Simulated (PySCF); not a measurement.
GeHF, SMILES [F][GeH] (connectivity only; charge and spin as stated), neutral, multiplicity 1. Coordinates come from a ωB97X-D3(BJ)/def2-TZVP optimisation.

PySCF 2.14.0 with TDA-M06-2X/def2-TZVPD puts the lowest singlet excitations at 3.01, 5.70, 6.72, 7.21, 8.02, 8.07 eV.

**Question.** What are the lowest excitation roots from PySCF 2.14.0 with ADC(2)/aug-cc-pVDZ? (The exact figures need the calculation; the answer reports its results.)

**Answer.** 3.08, 5.74, 6.58, 6.60, 6.99, 7.30 eV. S1 differs by 0.07 eV (second minus first; roots are paired by order, and the bases may differ).
